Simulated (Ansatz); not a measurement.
Ideal-gas functions of CH4BBrS (`CB(S)Br`) at 500 K and 1 bar, from an Ansatz frequency run at PBE0-D4/def2-TZVP.

Molar mass 138.83 g/mol, point group Cs (symmetry number 1), electronic degeneracy 1, moments of inertia 93.034, 252.74, 342.696 u Å². Harmonic wavenumbers (cm⁻¹, unscaled): 80, 200, 253, 374, 428, 473, 744, 835, 847, 1020, 1124, 1333, 1446, 1449, 2700, 3044, 3110, 3138.

Use S(trans) = R[1.5 ln M + 2.5 ln T − 1.1517]; rotational temperatures θ = 24.2544 K / I; S(rot) = R[ln(√π/σ · √(T³/θAθBθC)) + 1.5]; for each mode x = 1.438777 ν̃/T, S = R[x/(eˣ − 1) − ln(1 − e⁻ˣ)] and H = RT x/(eˣ − 1); 1 cm⁻¹ = 0.0119627 kJ/mol; R = 8.31446 J/(mol·K).

Question: By hand: the entropy, in J/(mol·K).

Answer: Translation 181.1. Rotation: θ = 0.2607, 0.096, 0.0708 K, giving 121.1. Vibration, mode by mode: 20.54, 13.02, 11.13, 8.09, 7.09, 6.36, 3.41, 2.78, 2.70, 1.82, 1.44, 0.88, 0.68, 0.67, 0.03, 0.01, 0.01, 0.01, in all 80.7. Electronic 0.0. Sum 382.9 J/(mol·K).

Question: By hand: H − E and G − E in kJ/mol, counted from the electronic energy.

Answer: Zero-point energy ½ × 22598 × 0.0119627 = 135.2; thermal vibration 21.3; translation, rotation and pV give 4 RT = 16.6. H − E = 173.1 kJ/mol, and G − E = 173.1 − 500 × 382.9/1000 = -18.3 kJ/mol.

Vibration gives 21 % of the entropy, 20.5 J/(mol·K) of it from the mode under 150 cm⁻¹: soft modes count most, and the harmonic formula is weakest for them. The sum counts one conformer and one mirror image; others add a mixing term.
